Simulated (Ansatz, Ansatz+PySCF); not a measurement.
A single Cu atom.

RHF-MP2 on singlet Cu(+) was run in several spherical basis sets with Ansatz (development build ahead of 0.2.0). Frozen core: 5 orbitals.

(1) Rank the basis sets by the total energy that they give, lowest first, with the distance from the lowest.
A. cc-pVTZ
B. def2-TZVP
C. 6-31G(d)
D. def2-SVP
E. cc-pVDZ

## Answers

(1) A (0.00 eV), E (6.34 eV), B (7.13 eV), D (21.31 eV), C (25.51 eV).

Totals follow the description of the cores as much as that of the bonds, so this order isn't one of quality for chemistry.
